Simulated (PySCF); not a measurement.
Basis-set dependence of population analyses: `FC1(F)CCCCC1`

Species: C6H10F2.
Numbering: `[F:1][C:2]1([F:3])[CH2:4][CH2:5][CH2:6][CH2:7][CH2:8]1` (hydrogens: H9, H10 on C4; H11, H12 on C5; H13, H14 on C6; H15, H16 on C7; H17, H18 on C8)

PBE0 throughout (PySCF), one geometry, spherical d and f functions. The structure is a single PBE0-D3(BJ)/def2-SVP conformer in the gas phase; no vibrational or solvent corrections. Atoms taken as equivalent share a column and are averaged. The first 7 of 8 kinds of atom are listed.

Mulliken charges (e):

```tsv
basis	functions	F1/F3	C2	C4/C8	C5/C7	C6	H9/H10/H17/H18	H11/H12/H15/H16
STO-3G	50	-0.126	+0.226	-0.169	-0.144	-0.143	+0.083	+0.078
pcSseg-0	92	-0.360	+0.624	-0.497	-0.497	-0.482	+0.262	+0.257
6-31G	92	-0.327	+0.570	-0.361	-0.329	-0.321	+0.187	+0.177
6-31G*	132	-0.345	+0.733	-0.411	-0.344	-0.330	+0.186	+0.179
cc-pVDZ	162	-0.213	+0.276	-0.034	-0.067	-0.058	+0.045	+0.041
def2-SVP	162	-0.234	+0.289	-0.036	-0.068	-0.067	+0.050	+0.045
pcSseg-1	186	-0.307	+0.456	-0.214	-0.236	-0.235	+0.134	+0.129
aug-cc-pVDZ	274	-0.622	+1.050	+0.437	+0.501	+0.544	-0.193	-0.235
6-311+G(2d,p)	276	-0.301	+0.490	-0.343	-0.265	-0.195	+0.164	+0.149
def2-TZVP	308	-0.196	+0.338	-0.226	-0.211	-0.198	+0.115	+0.114
```

IAO charges (e):

```json
{"basis": "STO-3G", "functions": "50", "F1/F3": "-0.148", "C2": "+0.301", "C4/C8": "-0.294", "C5/C7": "-0.255", "C6": "-0.256", "H9/H10/H17/H18": "+0.139", "H11/H12/H15/H16": "+0.134"}
{"basis": "pcSseg-0", "functions": "92", "F1/F3": "-0.289", "C2": "+0.519", "C4/C8": "-0.307", "C5/C7": "-0.273", "C6": "-0.270", "H9/H10/H17/H18": "+0.157", "H11/H12/H15/H16": "+0.147"}
{"basis": "6-31G", "functions": "92", "F1/F3": "-0.299", "C2": "+0.526", "C4/C8": "-0.300", "C5/C7": "-0.267", "C6": "-0.265", "H9/H10/H17/H18": "+0.155", "H11/H12/H15/H16": "+0.145"}
{"basis": "6-31G*", "functions": "132", "F1/F3": "-0.309", "C2": "+0.575", "C4/C8": "-0.289", "C5/C7": "-0.254", "C6": "-0.251", "H9/H10/H17/H18": "+0.145", "H11/H12/H15/H16": "+0.136"}
{"basis": "cc-pVDZ", "functions": "162", "F1/F3": "-0.310", "C2": "+0.574", "C4/C8": "-0.290", "C5/C7": "-0.254", "C6": "-0.252", "H9/H10/H17/H18": "+0.146", "H11/H12/H15/H16": "+0.136"}
{"basis": "def2-SVP", "functions": "162", "F1/F3": "-0.311", "C2": "+0.573", "C4/C8": "-0.285", "C5/C7": "-0.250", "C6": "-0.247", "H9/H10/H17/H18": "+0.144", "H11/H12/H15/H16": "+0.134"}
{"basis": "pcSseg-1", "functions": "186", "F1/F3": "-0.315", "C2": "+0.573", "C4/C8": "-0.289", "C5/C7": "-0.255", "C6": "-0.253", "H9/H10/H17/H18": "+0.147", "H11/H12/H15/H16": "+0.138"}
{"basis": "aug-cc-pVDZ", "functions": "274", "F1/F3": "-0.320", "C2": "+0.579", "C4/C8": "-0.293", "C5/C7": "-0.260", "C6": "-0.257", "H9/H10/H17/H18": "+0.150", "H11/H12/H15/H16": "+0.140"}
{"basis": "6-311+G(2d,p)", "functions": "276", "F1/F3": "-0.320", "C2": "+0.578", "C4/C8": "-0.294", "C5/C7": "-0.261", "C6": "-0.258", "H9/H10/H17/H18": "+0.151", "H11/H12/H15/H16": "+0.141"}
{"basis": "def2-TZVP", "functions": "308", "F1/F3": "-0.321", "C2": "+0.585", "C4/C8": "-0.295", "C5/C7": "-0.261", "C6": "-0.258", "H9/H10/H17/H18": "+0.150", "H11/H12/H15/H16": "+0.140"}
```

Some averages cover members that differ in this geometry, most widely: H9/H10/H17/H18, Mulliken in aug-cc-pVDZ -0.216 to -0.171; F1/F3, Mulliken in 6-311+G(2d,p) -0.319 to -0.283 e.

**Question.** Which scheme is steadiest as the basis changes?

**Answer.** Largest range over the bases for any column: IAO 0.28 e, Mulliken 1.03 e. IAO charges move least and Mulliken charges most, counted in e. Without the minimal STO-3G basis the ranges are IAO 0.07, Mulliken 1.03 e.

**Question.** How much do the charges still move between the two largest bases, 6-311+G(2d,p) and def2-TZVP?

**Answer.** At most, over all atoms: Mulliken 0.152 e, IAO 0.007 e.

**Question.** What do the same runs give for the total energy, the frontier levels and the dipole moment?

**Answer.** 
```tsv
basis	energy (Eh)	HOMO (eV)	LUMO (eV)	μ (D)
STO-3G	-428.2540	-4.75	8.42	1.33
pcSseg-0	-432.9150	-8.74	1.75	2.57
6-31G	-433.7959	-8.51	2.30	2.66
6-31G*	-433.8933	-8.32	2.41	2.15
cc-pVDZ	-433.9241	-8.44	1.61	2.25
def2-SVP	-433.5833	-8.56	1.52	2.33
pcSseg-1	-433.8566	-8.66	1.21	2.44
aug-cc-pVDZ	-433.9558	-8.60	-0.15	2.54
6-311+G(2d,p)	-434.0327	-8.65	0.17	2.60
def2-TZVP	-434.0708	-8.59	0.96	2.47
```

The dipole is fixed by the density alone, so its range of 1.33 D shows that the density itself changes with the basis, not only its division among atoms.
